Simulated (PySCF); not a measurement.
Gas-phase reaction: SnH4 + 3 Br2 ⇌ SnBr2 + 4 HBr

Computed with PySCF and rigid-rotor harmonic-oscillator thermochemistry at 1 bar. † marks an energy on the PBE0/def2-TZVP geometry and frequencies; other levels use their own. MP2 freezes the core. All species are closed-shell singlets. Sn: scalar-relativistic def2 core potential, no spin-orbit coupling. Br: all electrons, no relativistic terms. MP2 isn't extrapolated to the basis-set limit; its ΔH°(298 K) is -582.0 kJ in def2-SVP and -566.7 kJ in def2-TZVPP. The harmonic model lacks anharmonicity and excited electronic states, which grow with temperature; levels with a mode under 35 cm⁻¹ are left out. Soft modes under 120 cm⁻¹ make the harmonic entropy rough for SnBr2.

```csv
level,"ΔE electronic, kJ","ΔH°(298 K), kJ","ΔS°(298 K), J/K","ΔG°(2000 K), kJ"
HF/def2-TZVP†,-551,-550,160,-859
MP2/def2-SVP†,-584,-582,160,-892
PBE/def2-SVP,-516,-513,158,-816
PBE0/def2-SVP†,-536,-534,160,-844
LDA/def2-TZVP†,-483,-481,160,-790
ωB97X-V/def2-TZVP†,-502,-500,160,-810
```
ΔH° is lowest at MP2/def2-SVP† and highest at LDA/def2-TZVP†. No reference value is set beside these.
